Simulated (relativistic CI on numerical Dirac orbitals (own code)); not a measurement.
## Ti3+ in a cubic cluster: 1s photoemission with charge transfer

Computed with a charge-transfer multiplet model of a cubic metal-ligand cluster with up to 2 ligand holes, Slater and spin-orbit integrals from Dirac-Coulomb-Breit ions, Slater integrals scaled by 0.8. The ground state mixes d1 with configurations of k ligand holes L, whose averages lie at kΔ + k(k − 1)U_dd/2; a core hole lowers each added d electron by U_cd. 300 K, Lorentzian 1.1 eV and Gaussian 0.6 eV FWHM.

Atomic integrals in eV (Slater integrals scaled, ζ unscaled), ground: F2dd 6.578, F4dd 4.090, zeta_d 0.017; with the core hole: F2dd 6.578, F4dd 4.090, zeta_d 0.030, G2cd 0.039. Where a configuration has fewer than two d electrons, the dd integrals are those of d2.

Cluster parameters (eV): U_dd = 5.5, U_cd = 6.3, 10Dq = 0.3, 10Dq(ligand) = 0.2, V(eg) = 1.85, V(t2g) = -0.91, final-state hopping factor = 0.9.

| Case | n_d | d1 | d2L | d3L2 | S |
| --- | --- | --- | --- | --- | --- |
| Δ = 0 eV | 1.86 | 0.29 | 0.57 | 0.14 | 0.50 |
| Δ = 2 eV | 1.64 | 0.44 | 0.48 | 0.08 | 0.50 |
| Δ = 3 eV | 1.54 | 0.52 | 0.43 | 0.06 | 0.50 |
| Δ = 4 eV | 1.45 | 0.59 | 0.37 | 0.04 | 0.50 |
| Δ = 6 eV | 1.30 | 0.72 | 0.26 | 0.02 | 0.50 |

Weights, n_d and S are thermal averages at 300 K. Binding energies count from the first peak over 30 % of the highest in each spectrum, which can be another peak from case to case. The parameters are a model scan and need not match a compound or its usual spin state. Peaks in eV (height, largest 100):
- Δ = 0 eV: 0.0 (100), 8.7 (13)
- Δ = 2 eV: 0.0 (100), 8.4 (20)
- Δ = 3 eV: 0.0 (100), 8.1 (22)
- Δ = 4 eV: 0.0 (100), 7.7 (24)
- Δ = 6 eV: 0.0 (100), 7.0 (24)

Curve for Δ = 4 eV (points under 2 left out, the grid thinned):

(E (eV), Intensity): (-3.4, 3.1), (-3.1, 3.7), (-2.8, 4.5), (-2.4, 6.1), (-2.1, 7.8), (-1.8, 10.5), (-1.5, 14.8), (-1.1, 25.5), (-0.8, 41.1), (-0.5, 66.1), (-0.2, 92.6), (0.2, 93.9), (0.5, 68.1), (0.8, 42.7), (1.1, 26.7), (1.4, 17.9), (1.8, 12.1), (2.1, 9.9), (2.4, 8.4), (2.7, 7.4), (3.1, 6.6), (3.4, 6.1), (3.7, 5.5), (4.0, 4.7), (4.3, 4.0), (4.7, 3.5), (5.0, 3.4), (5.3, 3.5), (5.6, 4.0), (6.0, 5.3), (6.3, 7.1), (6.6, 10.0), (6.9, 14.4), (7.2, 19.5), (7.6, 23.6), (7.9, 22.6), (8.2, 18.3), (8.5, 13.3), (8.9, 8.3), (9.2, 5.9), (9.5, 4.4), (9.8, 3.4), (10.2, 2.7), (10.5, 2.3), (10.8, 2.0)

For the case Δ = 3 eV, Δ = 3 eV is smaller than U_dd = 5.5 eV, the charge-transfer side of the Zaanen-Sawatzky-Allen scheme. With the core hole the configuration with one ligand hole lies at Δ − U_cd = -6.3, -4.3, -3.3, -2.3, -0.3 eV from the one without, in the order of the table; where this is negative the screened configuration lies lower, though the effective hopping of about 3.6 eV (from the holes of the mixed ground state) mixes the two strongly wherever it is as large as the gap.

With at most 2 ligand holes the space is cut while the next configuration still counts, so covalency is underestimated, and a final configuration with one more ligand hole, which can lie low, is missing from the spectra.
